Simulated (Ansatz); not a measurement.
Ansatz (an electronic-structure program) input (B3LYP-D3(BJ)/def2-TZVP):

Ansatz 0.2 input:
```yaml
crystal:
  periodic: [false, false, false]
  atoms:
    - {symbol: Si, position_ang: [0.04283312, -0.07087743, -0.39829110]}
    - {symbol: F, position_ang: [0.21906290, -0.33183363, -1.99858309]}
    - {symbol: C, position_ang: [-1.60951533, -0.86821611, 0.08626113]}
    - {symbol: C, position_ang: [1.52828973, -0.90460961, 0.43782667]}
    - {symbol: C, position_ang: [0.03927612, 1.81282448, -0.16925458]}
    - {symbol: H, position_ang: [-2.43533870, -0.41864701, -0.45751064]}
    - {symbol: H, position_ang: [-1.61199320, -1.93074380, -0.13935000]}
    - {symbol: H, position_ang: [-1.81493354, -0.75714939, 1.14630283]}
    - {symbol: H, position_ang: [1.54452851, -1.97135068, 0.23347617]}
    - {symbol: H, position_ang: [1.50747107, -0.77680489, 1.51549459]}
    - {symbol: H, position_ang: [2.46432235, -0.48925749, 0.07555038]}
    - {symbol: H, position_ang: [-0.06918484, 2.09143405, 0.87418232]}
    - {symbol: H, position_ang: [-0.77758957, 2.27197603, -0.71855743]}
    - {symbol: H, position_ang: [0.96371529, 2.25251343, -0.53254959]}
basis:
  gaussian:
    orbitals: def2-TZVP
hamiltonian:
  xc: b3lyp
  dispersion: d3bj
relax: {f_tol: 0.002, max_steps: 150}
```

Output:

```
Functional definition: B3LYP
integrals: 0.14 GiB planned
1353 factors; their error is unknown
mean field: 1.29 GiB planned
mean field evaluation 1: about -13842.0604 eV, gradient 9.0e1 eV
mean field evaluation 2: about -13835.6262 eV, gradient 1.0e2 eV
mean field evaluation 4: about -13858.9769 eV, gradient 5.7e0 eV
mean field evaluation 8: about -13859.0251 eV, gradient 2.5e-2 eV
mean field evaluation 16: about -13859.0410 eV, gradient 1.9e-5 eV
mean field -13859.04095739 eV, -509.3103611886 hartree, gradient 1.9e-5 eV, S^2 0.000000; 0 other end points of the search recorded, 0 dependent functions left out
the calculation of the forces begins
reference -13859.04125053 eV, -509.3103719615 hartree; 25, 25 occupied and 190, 190 virtual orbitals, 1353 factors
relax step   1: F+E_penalty+E_count = -13859.52319361 eV  Δ(F+E_penalty+E_count) = +0.000e0 eV  max|allowed force component| = 6.444e-1 eV/Å  Δτ_max = 0.0000 Å  (27 SCF iters, accepted)
these checks for a lower state are left out or cut short: starts, cluster_reference, orbital_swaps, neighbouring_geometries, increment
integrals: 0.14 GiB planned
1353 factors; their error is unknown
mean field: 1.29 GiB planned
mean field -13859.07336293 eV, -509.3115520704 hartree, gradient 2.0e-5 eV, S^2 0.000000; 0 other end points of the search recorded, 0 dependent functions left out
the calculation of the forces begins
reference -13859.07365464 eV, -509.3115627904 hartree; 25, 25 occupied and 190, 190 virtual orbitals, 1353 factors
relax step   2: F+E_penalty+E_count = -13859.56179192 eV  Δ(F+E_penalty+E_count) = -3.860e-2 eV  max|allowed force component| = 3.031e-1 eV/Å  Δτ_max = 0.0474 Å  (29 SCF iters, accepted)
these checks for a lower state are left out or cut short: starts, cluster_reference, orbital_swaps, neighbouring_geometries, increment
integrals: 0.14 GiB planned
1353 factors; their error is unknown
mean field: 1.28 GiB planned
mean field -13859.07697420 eV, -509.3116847823 hartree, gradient 2.0e-5 eV, S^2 0.000000; 0 other end points of the search recorded, 0 dependent functions left out
the calculation of the forces begins
reference -13859.07726498 eV, -509.3116954679 hartree; 25, 25 occupied and 190, 190 virtual orbitals, 1353 factors
relax step   3: F+E_penalty+E_count = -13859.56866706 eV  Δ(F+E_penalty+E_count) = -6.875e-3 eV  max|allowed force component| = 9.129e-2 eV/Å  Δτ_max = 0.0287 Å  (30 SCF iters, accepted)
these checks for a lower state are left out or cut short: starts, cluster_reference, orbital_swaps, neighbouring_geometries, increment
integrals: 0.14 GiB planned
1353 factors; their error is unknown
mean field: 1.28 GiB planned
mean field evaluation 32: about -13859.0597 eV, gradient 7.3e-1 eV
mean field -13859.07704097 eV, -509.3116872358 hartree, gradient 2.0e-5 eV, S^2 0.000000; 0 other end points of the search recorded, 0 dependent functions left out
the calculation of the forces begins
reference -13859.07733176 eV, -509.3116979221 hartree; 25, 25 occupied and 190, 190 virtual orbitals, 1353 factors
relax step   4: F+E_penalty+E_count = -13859.56875877 eV  Δ(F+E_penalty+E_count) = -9.172e-5 eV  max|allowed force component| = 1.492e-1 eV/Å  Δτ_max = 0.0075 Å  (30 SCF iters, accepted)
these checks for a lower state are left out or cut short: starts, cluster_reference, orbital_swaps, neighbouring_geometries, increment
integrals: 0.14 GiB planned
1353 factors; their error is unknown
mean field: 1.29 GiB planned
mean field -13859.07738599 eV, -509.3116999152 hartree, gradient 2.0e-5 eV, S^2 0.000000; 0 other end points of the search recorded, 0 dependent functions left out
the calculation of the forces begins
reference -13859.07767665 eV, -509.3117105966 hartree; 25, 25 occupied and 190, 190 virtual orbitals, 1353 factors
relax step   5: F+E_penalty+E_count = -13859.56915992 eV  Δ(F+E_penalty+E_count) = -4.011e-4 eV  max|allowed force component| = 1.552e-2 eV/Å  Δτ_max = 0.0047 Å  (31 SCF iters, accepted)
these checks for a lower state are left out or cut short: starts, cluster_reference, orbital_swaps, neighbouring_geometries, increment
integrals: 0.14 GiB planned
1353 factors; their error is unknown
mean field: 1.29 GiB planned
mean field -13859.07744027 eV, -509.3117019100 hartree, gradient 2.0e-5 eV, S^2 0.000000; 0 other end points of the search recorded, 0 dependent functions left out
the calculation of the forces begins
reference -13859.07773089 eV, -509.3117125900 hartree; 25, 25 occupied and 190, 190 virtual orbitals, 1353 factors
relax step   6: F+E_penalty+E_count = -13859.56918514 eV  Δ(F+E_penalty+E_count) = -2.523e-5 eV  max|allowed force component| = 2.845e-3 eV/Å  Δτ_max = 0.0018 Å  (31 SCF iters, accepted)
these checks for a lower state are left out or cut short: starts, cluster_reference, orbital_swaps, neighbouring_geometries, increment
integrals: 0.14 GiB planned
1353 factors; their error is unknown
mean field: 1.29 GiB planned
mean field -13859.07741994 eV, -509.3117011627 hartree, gradient 2.0e-5 eV, S^2 0.000000; 0 other end points of the search recorded, 0 dependent functions left out
the calculation of the forces begins
reference -13859.07771052 eV, -509.3117118415 hartree; 25, 25 occupied and 190, 190 virtual orbitals, 1353 factors
relax step   7: F+E_penalty+E_count = -13859.56919013 eV  Δ(F+E_penalty+E_count) = -4.984e-6 eV  max|allowed force component| = 6.865e-4 eV/Å  Δτ_max = 0.0021 Å  (31 SCF iters, accepted)
integrals: 0.14 GiB planned
1353 factors; their error is unknown
mean field: 1.29 GiB planned
mean field evaluation 64: about -13858.9709 eV, gradient 7.5e0 eV
mean field -13859.07741994 eV, -509.3117011627 hartree, gradient 3.2e-5 eV, S^2 0.000000; 1 other end points of the search recorded, 0 dependent functions left out
the calculation of the forces begins
reference -13859.07771052 eV, -509.3117118415 hartree; 25, 25 occupied and 190, 190 virtual orbitals, 1353 factors
Total energy: -13859.56948071 eV, -509.3297840626 hartree
Atom 0 at     0.045875    -0.076083    -0.430262 Å, force     0.000048     0.000011    -0.000141 eV/Å
Atom 1 at     0.219134    -0.335053    -2.019501 Å, force    -0.000003    -0.000032    -0.000150 eV/Å
Atom 2 at    -1.572078    -0.848021     0.083240 Å, force     0.000461     0.000472     0.000652 eV/Å
Atom 3 at     1.493143    -0.884703     0.423505 Å, force    -0.000536     0.000288     0.000421 eV/Å
Atom 4 at     0.038957     1.770095    -0.167714 Å, force    -0.000121    -0.000484     0.000686 eV/Å
Atom 5 at    -2.410481    -0.399691    -0.453890 Å, force    -0.000456     0.000105    -0.000277 eV/Å
Atom 6 at    -1.577978    -1.921178    -0.118572 Å, force    -0.000049    -0.000650     0.000121 eV/Å
Atom 7 at    -1.746363    -0.707634     1.152993 Å, force     0.000001     0.000106    -0.000278 eV/Å
Atom 8 at     1.515766    -1.958858     0.228300 Å, force     0.000085    -0.000487    -0.000159 eV/Å
Atom 9 at     1.433901    -0.742272     1.505477 Å, force    -0.000065    -0.000147    -0.000262 eV/Å
Atom 10 at     2.439385    -0.460236     0.081624 Å, force     0.000497     0.000306    -0.000030 eV/Å
Atom 11 at    -0.075647     2.010500     0.892253 Å, force     0.000014    -0.000086    -0.000266 eV/Å
Atom 12 at    -0.784135     2.241751    -0.708534 Å, force    -0.000387     0.000309    -0.000251 eV/Å
Atom 13 at     0.971466     2.220642    -0.513922 Å, force     0.000512     0.000289    -0.000067 eV/Å
Dipole moment:    -0.040196     0.060081     0.368743 e Å
```
